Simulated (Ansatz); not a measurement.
`Cl[SiH2][SnH3]` + H₂S → `S[SiH2][SnH3]` + HCl  (ligand exchange at the Si–Cl bond)

Isolated molecules relaxed with PBE0-D4/def2-TZVP in Ansatz; ΔE leaves out vibrations. CBS: MP2 limit from def2 TZ/QZ plus the TZ coupled-cluster correction, frozen cores. This one scheme is used for every species. Functionals use def2-TZVPP. def2 core potentials past Kr. For Sn outer-core shells are correlated without core-valence functions, which leaves a few kJ/mol of doubt a bond. Each species was taken in one conformer, which may not be the lowest.

`Cl[SiH2][SnH3]`:

Z-matrix (Å, degrees):
```
Si
Sn 1 2.563
Cl 1 2.065 2 109.3
H 1 1.484 2 111.7 3 -118.9
H 1 1.484 2 111.7 3 118.9
H 2 1.708 1 110.2 3 179.5
H 2 1.705 1 110.0 3 -60.6
H 2 1.705 1 110.0 3 59.6
```

H₂S:

```xyz
3

S    -0.466   -0.408   -0.022
H     0.279    0.100    0.971
H     0.187    0.308   -0.950
```

`S[SiH2][SnH3]`:

Cartesian coordinates in Å:
```
S 1.191 -1.319 1.791
Si 0.131 -1.173 -0.068
Sn -0.701 1.219 -0.466
H 2.056 -0.329 1.511
H 0.968 -1.633 -1.209
H -1.007 -2.115 0.090
H 0.615 2.300 -0.321
H -1.379 1.407 -2.024
H -1.875 1.643 0.697
```

HCl:

Z-matrix (Å, degrees):
```
Cl
H 1 1.279
```

```
          level  ΔE (eV)
      revPBE-D4     0.29
     r2SCANh-D4     0.35
           PBE0     0.34
        r2SCANh     0.35
        LC-ωPBE     0.36
  HF/def2-TZVPP     0.47
CCSD/def2-TZVPP     0.36
   HF/CBS(def2)     0.48
```

Q: What does CCSD(T)/CBS give? (Estimate.)

A: Computed: +0.35 eV. The listed levels differ from it by -0.06, 0.00, -0.01, 0.00, 0.01, 0.12, 0.01, 0.13 eV.

Largest T1 diagnostic among the species: 0.013.

Leaving LDA and LC-ωPBE aside and taking each functional with its dispersion term where it has one, the values, not all of them listed here, spread over 0.10 eV, from revPBE-D4 to BHLYP-D4. From BLYP to BHLYP (50 % exact exchange), in def2-TZVPP and without D4, ΔE moves by +0.04 eV. The D4 term adds −0.03 eV with B3LYP and −0.02 eV with PBE0; it sums over pairs of atoms, weighted by their polarisabilities, and B3LYP, whose exchange is more repulsive, gets the larger term.

B3LYP here is the variant with VWN-RPA as its local correlation; programs differ in this.
